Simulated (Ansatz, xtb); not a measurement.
**CH4AlF2N: which of two isomers lies lower**

We compare X, `C=[NH+][AlH-]([F])[F]`, a singlet, with Y, `[F][Al-]1([F])[CH2][NH2+]1`, a singlet. Both are isolated molecules in the gas phase, relaxed with PBE0-D3(BJ)/def2-SVP, each in the lowest conformer that the search found.

X (Å):

```xyz
9

C    -0.4262   -1.2449    1.7217
Al   -1.1913   -1.0812   -1.1019
F    -0.4950   -2.3443   -1.9594
F    -0.8317    0.4428   -1.7048
N    -0.0086   -1.0883    0.5354
H    -1.5034   -1.3875    1.8823
H     0.2437   -1.2437    2.5923
H     1.0015   -0.9592    0.4365
H    -2.6182   -1.3134   -0.4430
```

Y (Å):

```yaml
atoms:
  - { symbol: C, position_ang: [-0.9011, 0.5852, 1.2845] }
  - { symbol: Al, position_ang: [-1.5021, 2.1999, 0.4308] }
  - { symbol: F, position_ang: [-3.0363, 2.3216, -0.2063] }
  - { symbol: F, position_ang: [-0.5564, 3.5710, 0.4140] }
  - { symbol: N, position_ang: [-0.5311, 0.5900, -0.2110] }
  - { symbol: H, position_ang: [-1.5623, -0.2591, 1.5143] }
  - { symbol: H, position_ang: [0.0027, 0.5321, 1.9035] }
  - { symbol: H, position_ang: [0.4716, 0.5675, -0.3890] }
  - { symbol: H, position_ang: [-0.9695, -0.1564, -0.7477] }
```

Question: Which of the two would you expect CCSD(T)/def2-SVP + ΔMP2/def2-TZVPP electronic energies to favour?

Answer: Too close to call at this level: CCSD(T)/def2-SVP + ΔMP2/def2-TZVPP gives E(Y) − E(X) = +0.75 kJ/mol.

How the difference moves with the method:

| level | geometry | E(Y) − E(X) (kJ/mol) | departure from the last row (kJ/mol) | job, with rough time for the two |
| --- | --- | --- | --- | --- |
| GFN2-xTB | GFN2-xTB | +69.98 | +69.23 | optimisation, 0.52 s |
| HF/STO-3G | GFN2-xTB | −100.82 | −101.57 | single point, 1.6 s |
| r2SCAN-D4/def2-SVP | GFN2-xTB | −14.10 | −14.84 | single point, 11 s |
| PBE0-D3(BJ)/def2-SVP | PBE0-D3(BJ)/def2-SVP | −11.87 | −12.61 | optimisation, 2.5 min |
| HF/def2-SVP | PBE0-D3(BJ)/def2-SVP | +24.50 | +23.76 | part of the CCSD(T) run |
| MP2/def2-SVP | PBE0-D3(BJ)/def2-SVP | +4.15 | +3.40 | part of the CCSD(T) run |
| CCSD(T)/def2-SVP | PBE0-D3(BJ)/def2-SVP | +15.46 | +14.72 | single point |
| CCSD(T)/def2-SVP + ΔMP2/def2-TZVPP | PBE0-D3(BJ)/def2-SVP | +0.75 |  | single point, 99 s |

As drawn, Y has 1 C–Al, 1 C–N, 1 N–H in place of 1 C=N, 1 Al–H. Structure X has no ring, Y a 3-membered ring.

The largest departure from CCSD(T)/def2-SVP + ΔMP2/def2-TZVPP is that of HF/STO-3G, 101.57 kJ/mol. The last row adds to CCSD(T) the change of the MP2 difference between the two basis sets, here −14.72 kJ/mol, a large step that makes the value less sure.

With harmonic frequencies from PBE0-D3(BJ)/def2-SVP (ideal gas, rigid rotor, one conformer each, 400 K, 1 atm): on the last row, ΔE + ΔZPE = +10.22, ΔH = +8.91, ΔG = +14.01 kJ/mol.

The correlated steps freeze 9 core orbitals. Run with Ansatz 0.2.0, xtb 6.7.1; the last row on 1 thread of AMD EPYC (Zen 3) on a shared host.
